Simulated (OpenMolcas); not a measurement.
**Rh4+: ligand-field states by method**

Rh4+ with 6 ligands (hydroxide) in octahedral coordination (S6) at 1.93 Å. A charge of +0.333 e stands 2.6 Å behind each ligand. Ligand basis ANO-RCC-VDZP.
```
Rh    0.0000    0.0000    0.0000
O     1.9300    0.0000    0.0000
H     2.3399    0.8791    0.0000
O     0.0000    1.9300    0.0000
H     0.0000    2.3399    0.8791
O    -1.9300    0.0000    0.0000
H    -2.3399   -0.8791    0.0000
O     0.0000   -1.9300    0.0000
H     0.0000   -2.3399   -0.8791
O     0.0000    0.0000    1.9300
H     0.8791    0.0000    2.3399
O     0.0000    0.0000   -1.9300
H    -0.8791    0.0000   -2.3399
```

```
Program             : OpenMolcas
Basis               : ANO-RCC-VDZP [6s5p3d1f]
Scalar Hamiltonian  : DKH2, point nucleus
Active space        : 5 electrons in 5 orbitals (4d)
State averaging     : 2S+1 = 6 even, 1 root; 2S+1 = 4 even, 24 roots; 2S+1 = 2 even, 75 roots
Spin-orbit coupling : state interaction with AMFI integrals over the reference wave functions
```

I. CASSCF
II. SS-CASPT2, IPEA 0.25 Eh, imaginary shift 0.1 Eh (closed shells correlated: 4s 4p and the ligand valence shells)

Spin-free states in cm-1, each column counted from its own energy of the first state listed:

| State | Degeneracy | I | II |
| --- | --- | --- | --- |
| 2S+1 = 2 | 2 | 0 | 0 |
| 2S+1 = 2 | 1 | 463 | 580 |
| 2S+1 = 4 | 2 | 19168 | 22980 |
| 2S+1 = 4 | 1 | 19279 | 22590 |
| 2S+1 = 4 | 1 | 24980 | 25970 |
| 2S+1 = 4 | 2 | 25234 | 27020 |
| 2S+1 = 2 | 2 | 28832 | 28280 |
| 2S+1 = 2 | 1 | 28878 | 27930 |
| 2S+1 = 6 | 1 | 28890 | 44450 |
| 2S+1 = 2 | 1 | 30061 | 27640 |
| 2S+1 = 2 | 1 | 31514 | 30780 |
| 2S+1 = 2 | 2 | 31718 | 31170 |
| 2S+1 = 2 | 2 | 33938 | 31630 |
| 2S+1 = 2 | 2 | 38368 | 35580 |
| 2S+1 = 2 | 1 | 38579 | 35430 |
| 2S+1 = 2 | 1 | 39082 | 35030 |
| 2S+1 = 2 | 2 | 39383 | 35710 |
| 2S+1 = 2 | 1 | 43923 | 36430 |
| 2S+1 = 4 | 1 | 48806 | 54970 |
| 2S+1 = 2 | 2 | 50014 | 44650 |

From I to II, I's first state of the same spin (2S+1 = 2) moves from 463 to 580 cm-1, by about +120 cm-1.

From I to II, I's first state of another spin (2S+1 = 4) moves from 19168 to 22980 cm-1, by about +3800 cm-1. In II another state of that kind comes below it.

χT at 300 K: I 0.52, II 0.52 cm3 K/mol.

Roots that are degenerate in the reference are averaged as groups; the widest CASPT2 spread within a group is 290 cm-1 (the 2-fold group of multiplicity 2 near 84900 cm-1 above the lowest state of its run, II). Shifts and gaps below about the spread of the groups concerned are not significant. Over all roots computed the reference weight is 0.61 to 0.65 in II; a low but even weight reflects the number of correlated electrons. An orbital doublet at a regular site is open to a Jahn-Teller distortion, which this geometry leaves out. The least metal-like active orbital is 66 % on the metal (Löwdin) and no ligand orbital is active, so the numbers are rough, and ground spin, moment and any spin crossover can be artefacts of this space; highly charged d ions in such sites are as a rule low spin. Ligand-to-metal charge-transfer states are missing. With no ligand orbital active B as a rule stays too high, so bands that hang on it stand too high and its fall with covalency is understated. Without dynamic correlation the repulsion within the d shell is too large (B by tens of per cent), so at a given field states of lower spin stand too high (holds for I). With metal d orbitals alone the field can be off either way by tens of per cent (holds for I). With one d shell and no ligand orbital active, 10Dq can be off by a tenth or more (holds for II). No measured value stands beside these numbers; the geometry was imposed, not optimised, and the real ion may take another.

A state without a sure symmetry label is named by its multiplicity alone.
